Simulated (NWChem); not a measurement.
Molecule: BeSi2H6O; SMILES [SiH3][Be][O][SiH3]

```xyz
10

Be    -0.0067    -0.5773    -0.0005
Si     0.0014    -2.7456     0.0000
H      1.2933    -3.2998    -0.5217
H     -1.0925    -3.3139    -0.8539
H     -0.1873    -3.3071     1.3774
O     -0.0071     0.8403     0.0001
Si     0.0024     2.4959     0.0000
H     -0.2339     3.0019    -1.3843
H      1.3235     2.9932     0.4847
H     -1.0735     3.0075     0.8993
```
Atoms are numbered in this order, from 1.

Results from NWChem. Coordinates come from a PBE0/def2-SVP optimisation. Level r2SCAN/def2-SVP: energy and gradient on several grids; changes count from the extra-fine grid, which is no exact limit either.

### Question
Which is the coarsest grid (xfine; fine; xcoarse; coarse; medium) from which on the energy stays within 500 μHa and each gradient component within 500 μHa/bohr of xfine?

### Answer
coarse.
```csv
grid,size of the energy change (μHa),largest change of a gradient component (μHa/bohr),"time, medium = 1 (rough)"
xcoarse,4000,3000,about 1
coarse,200,300,about 1
medium,100,70,about 1
fine,< 10,30,about 1
xfine,< 10,< 30,2
```
